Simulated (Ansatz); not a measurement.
Stepwise reaction of `O[Si](F)(Cl)Cl` with ammonia, as a gas-phase model of exchange steps in deposition or etching. ΔE in kJ/mol; ΔG adds harmonic PBE0-D4 terms to CCSD(T)/CBS, at 1 bar.

Isolated molecules relaxed with PBE0-D4/def2-TZVP in Ansatz; ΔE leaves out vibrations. CCSD(T)/CBS adds triple-zeta CCSD(T) − MP2 to the extrapolated MP2 energy (def2 sets, frozen cores). This one scheme is used for every species. DFT in def2-TZVPP. B3LYP here is the variant with VWN-RPA as its local correlation; programs differ in this. Each species was taken in one conformer, which may not be the lowest.

```csv
step,reaction,PBE-D4,B3LYP-D4,ωB97M-V,CCSD(T)/CBS,ΔG(600 K)
2,`N[Si](O)(F)Cl` + NH₃ → `N[Si](N)(O)F` + HCl,35.3,29.9,31.2,30.5,24.4
```

(1) Give the row of step 1, `O[Si](F)(Cl)Cl` + NH₃ → `N[Si](O)(F)Cl` + HCl. (Estimate.)

(2) By hand: ΔE of the 2 steps together at CCSD(T)/CBS.

Answers

(1) Computed: 
```json
{"step": "1", "reaction": "`O[Si](F)(Cl)Cl` + NH₃ → `N[Si](O)(F)Cl` + HCl", "PBE-D4": "27.6", "B3LYP-D4": "22.1", "ωB97M-V": "23.1", "CCSD(T)/CBS": "22.4", "ΔG(600 K)": "18.8"}
```

(2) (22.4) + (30.5) = 52.9 kJ/mol, or 26.4 kJ/mol a step.

In ΔE each step is higher than the one before. All are uphill at CCSD(T)/CBS. ΔG lies between 18.8 and 24.4 kJ/mol a step. PBE-D4 differs from CCSD(T)/CBS by 4.8 to 5.2 kJ/mol a step. Isolated molecules leave out the surface, adducts and barriers. Largest T1 diagnostic: 0.010.
